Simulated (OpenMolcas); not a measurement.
# Pt3+: moving or changing the point charges

Pt3+ among 6 point charges of -1.7 e arranged as a trigonal prism (D3h), 2 Å from the ion, with a polar angle of 57.0° against the regular 49.1°.
```
   1.6765    0.0000    1.0906  -1.70
  -0.8383    1.4519    1.0906  -1.70
  -0.8383   -1.4519    1.0906  -1.70
   1.6765    0.0000   -1.0906  -1.70
  -0.8383    1.4519   -1.0906  -1.70
  -0.8383   -1.4519   -1.0906  -1.70
```

* Program: OpenMolcas
* Method: CASSCF
* Basis: ANO-RCC-VDZP [7s6p4d2f]
* Scalar Hamiltonian: DKH2, point nucleus
* Active space: 7 electrons in 5 orbitals (5d)
* State averaging: 2S+1 = 4 even, 10 roots; 2S+1 = 2 even, 40 roots
* Spin-orbit coupling: RASSI with atomic mean-field integrals over the reference wave functions

Runs around this geometry, states (labels of D3, the rotations of D3h). Energies in cm-1 above the lowest state or level, χT in cm3 K/mol.

```csv
R (Å),q (e),Polar angle / regular,Ground state,First state of that spin,First gap with spin-orbit (degeneracies),χT at 300 K,First state of another spin
2,-1.7,1.07,4E,4A1 6524,"587.1 (2, 2)",3.864,2E 13839
2,-0.85,1.16,4E,4E 2224,"68.5 (2, 2)",4.390,2E 15434
1.82,-1.7,1.16,4E,4E 7147,"329.8 (2, 2)",3.926,2E 15326
2,-1.7,1.16,4E,4E 4622,"181.9 (2, 2)",4.096,2E 15882
2.08,-1.7,1.16,4E,4E 3848,"135.6 (2, 2)",4.154,2E 15783
```

Taking the first state of the same spin as R^-n, n = -ln(3848 / 7147) / ln(2.08 / 1.82) = 4.6 between the shortest and longest distance.

Scaling the charges by -0.85 / -1.7 = 0.50 scales the first state of the same spin by 2224 / 4622 = 0.48; with fixed orbitals a first-order splitting would follow the charge.

An orbital doublet at a regular site is open to a Jahn-Teller distortion, which this geometry leaves out. Without dynamic correlation the repulsion within the d shell is too large (B by tens of per cent), so at a given field states of lower spin stand too high. Point charges give a weaker field than real ligands, and real ions of this kind are as a rule low spin; the high spin found here belongs to the model. This shell can be high or low spin here, a state of another spin lies low, and with metal d orbitals alone active their balance is uncertain, so the ground spin may be wrong (holds for R = 2, q = -1.7, ratio = 1.07). Spin-orbit coupling mixes the spin-free states strongly: the lowest level takes only 69 % from its leading state, 4E (holds for R = 2, q = -0.85, ratio = 1.16). The ground term spreads over less than 5000 cm-1, several times less than with real ligands, so orbital moments are less quenched and χT lies further from the spin-only value than at real sites (holds for R = 2, q = -0.85, ratio = 1.16). This is an electrostatic model: the charges have no orbitals. No measured value stands beside these numbers.
